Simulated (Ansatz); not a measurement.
Sn2O2⁻ (the lowest doublet isomer of a short search) was relaxed with r2SCAN-D4 (def2-SVPD) in Ansatz in these states: charge -1 doublet, charge -1 quartet. The geometries follow in no particular order.

In the def2 sets Sn takes a core potential; there is no spin–orbit coupling.

A:

```xyz
4

Sn   -1.248   -0.778   -0.493
Sn    1.249    0.778    0.493
O     0.805   -0.949   -0.541
O    -0.805    0.949    0.541
```

B:

| atom | x (Å) | y (Å) | z (Å) |
| --- | --- | --- | --- |
| Sn1 | -0.722 | -1.278 | -0.364 |
| Sn2 | 0.722 | 1.278 | 0.364 |
| O3 | 1.137 | -0.767 | 0.439 |
| O4 | -1.137 | 0.767 | -0.439 |

Judge from the bond lengths which geometry belongs to which state (an estimate).

A is the charge -1 doublet (Sn1–Sn2 3.103 Å, Sn2–O3 2.061 Å, Sn1–O3 2.061 Å); B is the charge -1 quartet (Sn1–Sn2 3.024 Å, Sn2–O3 2.088 Å, Sn1–O3 2.088 Å).

At r2SCAN-D4/def2-SVPD the highest occupied level of the charge -1 doublet lies above zero (up to 1.13 eV). By energy differences its removal costs 0.85 eV (vertical, to the charge 0 singlet, at PBE0-D4/def2-TZVPD). At r2SCAN-D4/def2-SVPD the highest occupied level of the charge -1 quartet lies above zero (up to 1.28 eV). It is a level of α spin, whose loss leaves a triplet; that state wasn't run at this geometry and level. The electron is either unbound and held by the finite basis, or the level is raised by self-interaction error. At PBE0-D4/def2-TZVPD a doublet lies 2.44 eV below the charge -1 quartet. These are the stationary points nearest to one start from a short search; other shapes may lie lower in each state.
